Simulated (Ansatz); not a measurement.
Relaxation of a periodic cell of 26 atoms, AgH₁₆O₈F (contents 8 H2O + 1 Ag + 1 F, density as packed 1.58 g/cm³ with natural masses), to a largest force component of 0.3 eV/Å in at most 15 steps.

Level of theory: DFT PBE-D3(BJ), scalar-relativistic, plane waves, PAW in Ansatz. Settings: accuracy low, cutoff 420 eV, k mesh 1x1x1, fermi-dirac smearing 0.02 eV, no spin polarisation.

```xyz
26
Lattice="6.5731 0.0000 0.0000 0.0000 6.5731 0.0000 0.0000 0.0000 6.5731" Properties=species:S:1:pos:R:3
O 2.413 4.146 6.117
H 2.400 4.362 5.173
H 1.859 4.830 6.522
O 2.549 6.190 3.926
H 2.679 7.101 3.625
H 2.798 5.652 3.160
O 4.702 0.328 1.860
H 4.249 0.591 2.675
H 4.165 -0.402 1.519
O 0.042 3.470 5.435
H -0.429 3.960 4.745
H 0.820 3.115 4.981
O 5.115 2.601 0.633
H 5.074 2.484 -0.327
H 4.590 3.399 0.795
O 0.220 5.913 0.435
H 0.188 6.879 0.501
H 0.094 5.612 1.347
O 0.501 2.113 2.638
H 0.516 2.670 1.847
H -0.017 1.339 2.370
O 4.909 4.616 2.693
H 4.307 3.870 2.557
H 5.673 4.404 2.137
Ag 6.070 6.546 4.237
F 4.077 3.554 4.475
```

Q: Where does it end, and by what steps?

A: The run converged. The threshold is loose, so the end isn't yet a minimum. Limits of this set-up: coarse k mesh, low accuracy level. After 14 steps the energy has fallen by 7.107 eV; H9 moved furthest, 1.50 Å. Joined: O4–Ag25.

| step | energy less start (eV) | largest force component (eV/Å) | accepted |
| --- | --- | --- | --- |
| 0 | 0.0000 | 1.273 | yes |
| 1 | -1.5970 | 1.487 | yes |
| 2 | -2.5869 | 1.197 | yes |
| 3 | -3.5853 | 1.165 | yes |
| 4 | -4.4724 | 0.991 | yes |
| 5 | -5.1023 | 0.536 | yes |
| 6 | -5.5336 | 0.496 | yes |
| 7 | -5.9114 | 0.340 | yes |
| 8 | -6.2352 | 0.392 | yes |
| 9 | -6.4779 | 0.322 | yes |
| 10 | -6.6859 | 0.325 | yes |
| 11 | -6.8502 | 0.586 | yes |
| 12 | -6.9897 | 0.696 | yes |
| 13 | -7.0528 | 0.501 | yes |
| 14 | -7.1073 | 0.295 | yes |

```xyz
26
Lattice="6.5731 0.0000 0.0000 0.0000 6.5731 0.0000 0.0000 0.0000 6.5731" Properties=species:S:1:pos:R:3
O 2.597 3.526 6.405
H 2.882 3.293 5.480
H 2.008 4.304 6.330
O 2.127 6.417 3.880
H 1.886 7.213 3.330
H 2.883 5.982 3.434
O 5.021 1.232 2.252
H 4.498 1.868 2.793
H 4.826 0.348 2.643
O -0.314 2.914 4.997
H -1.231 2.807 4.606
H 0.305 2.503 4.358
O 5.084 3.976 0.685
H 5.565 3.303 0.143
H 4.128 3.877 0.378
O 0.440 5.617 -0.035
H 0.308 6.545 0.219
H -0.394 5.140 0.263
O 1.024 1.959 2.637
H 1.452 2.450 1.913
H 0.092 1.709 2.343
O 4.650 5.100 3.089
H 4.252 4.261 3.563
H 4.891 4.720 2.204
Ag 6.745 5.295 4.109
F 3.837 2.984 4.060
```

Whether the end is a true minimum wasn't checked by a vibrational analysis.

The run took 39 s on 1 thread of Arm Neoverse V1, on a shared host, peak memory 0.38 GiB.
